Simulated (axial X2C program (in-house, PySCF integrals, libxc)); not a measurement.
**GaH⁺: bond constants with and without spin–orbit coupling**

Calculated with an in-house all-electron X2C program for linear molecules (integrals from PySCF). Spin-free means the one-electron spin-free X2C Hamiltonian; two-component (2c) means X2C with spin–orbit coupling and atomic mean-field two-electron Coulomb and Gaunt terms, so the difference of the two also holds small scalar two-electron terms. Basis: Ga dyall-cv3z [9s9p7d4f1g], H dyall-v3z [6s2p1d] (cores contracted in-house); Gaussian nuclei, density fitting, unrestricted open shells. Masses: Ga 68.926 u, H 1.008 u.

State, spin-free: M_S = 1/2, Λ = 0 (beyond evenly filled blocks: σα); electrons by block: σα: 8, σβ: 7, π+α: 3, π+β: 3, π-α: 3, π-β: 3, δ+α: 1, δ+β: 1, δ-α: 1, δ-β: 1. Fragments: Ga+ + H.

State, 2c: Ω = 1/2 (⟨Sz⟩ = 0.50, ⟨Lz⟩ = 0.00 at PBE0); electrons by block: 1/2: 11, -1/2: 10, 3/2: 4, -3/2: 4, 5/2: 1, -5/2: 1. Fragments: Ga+ + H.

```json
{"Hamiltonian": "spin-free", "level": "PBE0", "Re (Å)": "1.666", "ωe (cm⁻¹)": "1256.4", "ωexe (cm⁻¹)": "127", "αe (cm⁻¹)": "0.551", "De (eV)": "0.449", "D0 (eV)": "0.375", "k (mdyn/Å)": "0.924", "μ (D)": "0.45"}
{"Hamiltonian": "spin-free", "level": "HF", "Re (Å)": "1.638", "ωe (cm⁻¹)": "1326.5", "ωexe (cm⁻¹)": "199", "αe (cm⁻¹)": "0.691", "De (eV)": "0.172", "D0 (eV)": "0.096", "k (mdyn/Å)": "1.03", "μ (D)": "0.19"}
{"Hamiltonian": "spin-free", "level": "MP2", "Re (Å)": "1.625", "ωe (cm⁻¹)": "1327.8", "ωexe (cm⁻¹)": "201", "αe (cm⁻¹)": "0.684", "De (eV)": "0.186", "D0 (eV)": "0.110", "k (mdyn/Å)": "1.03", "μ (D)": "n/a"}
{"Hamiltonian": "spin-free", "level": "CCSD", "Re (Å)": "1.654", "ωe (cm⁻¹)": "1277.4", "ωexe (cm⁻¹)": "125", "αe (cm⁻¹)": "0.552", "De (eV)": "0.339", "D0 (eV)": "0.264", "k (mdyn/Å)": "0.955", "μ (D)": "n/a"}
{"Hamiltonian": "spin-free", "level": "CCSD(T)", "Re (Å)": "1.661", "ωe (cm⁻¹)": "1245.8", "ωexe (cm⁻¹)": "124", "αe (cm⁻¹)": "0.56", "De (eV)": "n/a", "D0 (eV)": "n/a", "k (mdyn/Å)": "0.908", "μ (D)": "n/a"}
{"Hamiltonian": "spin-free", "level": "TPSS", "Re (Å)": "1.683", "ωe (cm⁻¹)": "1174.1", "ωexe (cm⁻¹)": "103", "αe (cm⁻¹)": "0.562", "De (eV)": "0.658", "D0 (eV)": "0.589", "k (mdyn/Å)": "0.807", "μ (D)": "0.46"}
{"Hamiltonian": "2c", "level": "PBE0", "Re (Å)": "1.666", "ωe (cm⁻¹)": "1254.5", "ωexe (cm⁻¹)": "127", "αe (cm⁻¹)": "0.552", "De (eV)": "0.447", "D0 (eV)": "0.373", "k (mdyn/Å)": "0.921", "μ (D)": "0.45"}
{"Hamiltonian": "2c", "level": "HF", "Re (Å)": "1.639", "ωe (cm⁻¹)": "1323.2", "ωexe (cm⁻¹)": "200", "αe (cm⁻¹)": "0.694", "De (eV)": "0.171", "D0 (eV)": "0.095", "k (mdyn/Å)": "1.02", "μ (D)": "0.19"}
{"Hamiltonian": "2c", "level": "MP2", "Re (Å)": "1.626", "ωe (cm⁻¹)": "1324.3", "ωexe (cm⁻¹)": "202", "αe (cm⁻¹)": "0.687", "De (eV)": "0.184", "D0 (eV)": "0.108", "k (mdyn/Å)": "1.03", "μ (D)": "n/a"}
{"Hamiltonian": "2c", "level": "CCSD", "Re (Å)": "1.655", "ωe (cm⁻¹)": "1275.0", "ωexe (cm⁻¹)": "125", "αe (cm⁻¹)": "0.553", "De (eV)": "0.338", "D0 (eV)": "0.262", "k (mdyn/Å)": "0.951", "μ (D)": "n/a"}
{"Hamiltonian": "2c", "level": "CCSD(T)", "Re (Å)": "1.662", "ωe (cm⁻¹)": "1243.4", "ωexe (cm⁻¹)": "125", "αe (cm⁻¹)": "0.561", "De (eV)": "n/a", "D0 (eV)": "n/a", "k (mdyn/Å)": "0.905", "μ (D)": "n/a"}
{"Hamiltonian": "2c", "level": "TPSS", "Re (Å)": "1.683", "ωe (cm⁻¹)": "1172.3", "ωexe (cm⁻¹)": "103", "αe (cm⁻¹)": "0.562", "De (eV)": "0.657", "D0 (eV)": "0.588", "k (mdyn/Å)": "0.804", "μ (D)": "0.46"}
```

Correlated methods: 13 electrons correlated (number of frozen shells: Ga 3 s, 2 p; H none), 193 virtual spin orbitals or spinors in MP2, 90 natural virtuals in coupled cluster.

Dipoles are positive if H is the positive end and refer to the centre of mass.

One determinant describes the state; a PBE0 search over occupations chose it and may have missed a lower one. De is counted from the lowest determinant-based energies of the atoms at the same level, without counterpoise correction. De is not given where an atomic determinant may have missed its ground term or J level, or where the truncated virtual space spoils (T). Density functionals use the spin component along the axis (collinear). Coupled cluster ran in a truncated set of natural virtual spinors; the MP2 energy of the rest was added. (T) has no such correction and the atoms are truncated less, which lowers De at CCSD(T) by a hundredth of an eV or more.

Rough cost a point (2c) on 1 thread(s) of a shared host, integrals apart: PBE0 0.3 s, HF 0.16 s, CCSD(T) 7 s, TPSS 0.3 s.

The whole task took 2.5 min on 1 thread of Intel(R) Xeon(R) Processor @ 2.30GHz, with other jobs on the host.
